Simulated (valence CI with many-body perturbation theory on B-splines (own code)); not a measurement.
# Energy levels of Ge²⁶⁺

Computed by relativistic CI+MBPT: four valence electrons over a frozen Dirac-Fock core [He], a basis of 11 s, 11 p, 9 d, 7 f, 5 g, 2 h, 1 i functions for each j, with the one-electron correlation potential Σ1, the two-electron term Σ2, the three-electron term Σ3, Breit, model QED; selected CI, second order for the rest (own B-spline code, finite nucleus).

The last digits are not significant, and no measured levels were compared; by estimate large intervals hold to a few tenths of a per cent, small ones and those within an open d or f shell to about a per cent. Among the levels kept, up to 270 cm⁻¹ of a level comes from second order outside the variational space, and about a tenth of that is noise between levels of different J, which matters for small intervals.

Levels 46 to 90 of 116, with energies above the lowest level, (2s^2 2p1/2^2) J=0. "Leading %" is the weight of the configuration and term that name the level; weights of strongly mixed levels are sums over their largest components and can fall short. In the jj column 3d3/2^4 stands for four electrons in 3d with j = 3/2.

```csv
No.,Configuration,Term,J,E (× 10³ cm⁻¹),Leading %,Leading jj,g
46,2s2.2p.3d,1D°,2,13295,50,2s^2 2p3/2 3d3/2 (66 %),0.995
47,2s2.2p.3d,3F°,4,13296,97,2s^2 2p3/2 3d5/2 (97 %),1.247
48,2s2.2p.3d,3D°,3,13323,58,2s^2 2p3/2 3d3/2 (60 %),1.225
49,2s.2p2.3p,5D°,2,13341,30,2s 2p1/2^2 3p3/2 (41 %),1.500
50,2s2.2p.3d,3P°,1,13344,69,2s^2 2p3/2 3d3/2 (91 %),1.219
51,2s2.2p.3d,3P°,0,13348,96,2s^2 2p3/2 3d3/2 (96 %),
52,2s2.2p.3d,3P°,2,13353,35,2s^2 2p3/2 3d5/2 (44 %),1.432
53,2s.2p2.3s,3P,2,13371,70,2s 2p1/2 2p3/2 3s (78 %),1.401
54,2s.2p2.3p,5D°,1,13378,29,2s 2p1/2^2 3p3/2 (49 %),1.337
55,2s.2p2.3p,5P°,1,13413,42,2s 2p1/2 2p3/2 3p1/2 (72 %),1.645
56,2s2.2p.3d,1F°,3,13416,74,2s^2 2p3/2 3d5/2 (62 %),1.067
57,2s2.2p.3d,1P°,1,13430,69,2s^2 2p3/2 3d5/2 (84 %),1.004
58,2s.2p2.3p,5D°,2,13449,35,2s 2p1/2 2p3/2 3p1/2 (78 %),1.534
59,2s.2p2.3p,5D°,3,13487,83,2s 2p1/2 2p3/2 3p3/2 (82 %),1.505
60,2s.2p2.3p,5P°,1,13520,36,2s 2p1/2 2p3/2 3p3/2 (91 %),1.677
61,2s.2p2.3p,5P°,3,13529,48,2s 2p1/2 2p3/2 3p1/2 (62 %),1.474
62,2s.2p2.3s,3D,1,13540,86,2s 2p1/2 2p3/2 3s (87 %),0.582
63,2s.2p2.3s,3D,2,13560,62,2s 2p1/2 2p3/2 3s (83 %),1.182
64,2s.2p2.3d,5F,1,13562,74,2s 2p1/2^2 3d3/2 (72 %),0.247
65,2s.2p2.3p,3D°,2,13562,63,2s 2p1/2 2p3/2 3p3/2 (86 %),1.371
66,2s.2p2.3d,5F,2,13575,54,2s 2p1/2^2 3d3/2 (55 %),1.188
67,2s.2p2.3p,5D°,4,13588,83,2s 2p1/2 2p3/2 3p3/2 (73 %),1.454
68,2s.2p2.3p,3P°,0,13604,86,2s 2p1/2 2p3/2 3p3/2 (91 %),
69,2s.2p2.3p,5S°,2,13605,57,2s 2p1/2 2p3/2 3p1/2 (68 %),1.812
70,2s.2p2.3d,5F,3,13614,36,2s 2p1/2^2 3d5/2 (67 %),1.402
71,2s.2p2.3s,3D,3,13638,81,2s 2p3/2^2 3s (72 %),1.385
72,2s.2p2.3s,3P,1,13647,50,2s 2p1/2 2p3/2 3s (69 %),1.568
73,2s.2p2.3s,3P,0,13650,82,2s 2p1/2 2p3/2 3s (73 %),
74,2s.2p2.3p,3P°,2,13654,67,2s 2p1/2 2p3/2 3p3/2 (83 %),1.450
75,2s.2p2.3p,3P°,1,13667,53,2s 2p1/2 2p3/2 3p3/2 (68 %),1.440
76,2s.2p2.3p,3D°,3,13672,50,2s 2p1/2 2p3/2 3p3/2 (59 %),1.377
77,2s.2p2.3s,1D,2,13704,31,2s 2p3/2^2 3s (32 %),1.094
78,2s.2p2.3s,1D,2,13708,29,2s 2p3/2^2 3s (40 %),1.087
79,2s.2p2.3d,5F,4,13747,65,2s 2p1/2 2p3/2 3d5/2 (91 %),1.386
80,2s.2p2.3d,5D,0,13747,91,2s 2p1/2 2p3/2 3d3/2 (95 %),
81,2s.2p2.3d,5D,1,13747,68,2s 2p1/2 2p3/2 3d3/2 (92 %),1.347
82,2s.2p2.3d,5F,2,13749,33,2s 2p1/2 2p3/2 3d3/2 (84 %),1.274
83,2s.2p2.3d,5F,3,13759,54,2s 2p1/2 2p3/2 3d3/2 (53 %),1.376
84,2s.2p2.3p,3F°,2,13776,60,2s 2p1/2 2p3/2 3p1/2 (90 %),0.830
85,2s.2p2.3p,3D°,1,13815,61,2s 2p1/2 2p3/2 3p1/2 (82 %),0.769
86,2s.2p2.3d,3F,2,13827,37,2s 2p1/2 2p3/2 3d5/2 (87 %),1.201
87,2s.2p2.3d,5D,4,13837,46,2s 2p1/2 2p3/2 3d3/2 (44 %),1.375
88,2s.2p2.3d,5F,5,13839,84,2s 2p1/2 2p3/2 3d5/2 (73 %),1.365
89,2s.2p2.3d,3F,3,13854,51,2s 2p1/2 2p3/2 3d5/2 (45 %),1.308
90,2s.2p2.3p,3P°,0,13861,61,2s 2p1/2 2p3/2 3p1/2 (69 %),
```

Where two levels of one J and parity lie close, their mixing, g and order are uncertain.
